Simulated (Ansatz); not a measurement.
```xyz
8

C     2.202    0.855   -1.663
C     1.419    0.558   -0.785
Ge    0.202    0.097    0.629
N    -1.385   -0.562    0.002
H    -0.091    1.377    1.414
H     0.871   -0.993    1.470
H    -1.918    0.095   -0.551
H    -1.301   -1.426   -0.516
```

Charge 0, multiplicity 2.

(1) List the PBE/def2-TZVPP orbital energies in eV (Ansatz 0.2.0). (Estimate.)

Answers

(1) The calculation gave: α occupied: -10805.16, -1338.47, -1191.89, -1191.88, -1191.88, -380.92, -270.02, -269.00, -163.10, -114.56, -114.54, -114.51, -30.44, -30.39, -30.35, -30.31, -30.30, -21.63, -18.50, -14.56, -12.51, -10.85, -9.53, -8.89, -8.49, -7.19, -6.99, -6.78. α empty: -1.22, -0.66, 0.21, 0.37, 0.90, 1.67, 1.88, 2.15. β occupied: -10805.16, -1338.47, -1191.89, -1191.88, -1191.88, -380.87, -269.61, -268.97, -163.10, -114.56, -114.54, -114.51, -30.43, -30.38, -30.35, -30.31, -30.30, -21.53, -18.08, -14.45, -12.47, -10.63, -9.41, -8.88, -7.07, -6.72, -6.59. β empty: -5.77, -0.97, -0.26, 0.26, 0.55, 0.95, 1.69, 1.99. ⟨S²⟩ = 0.763.
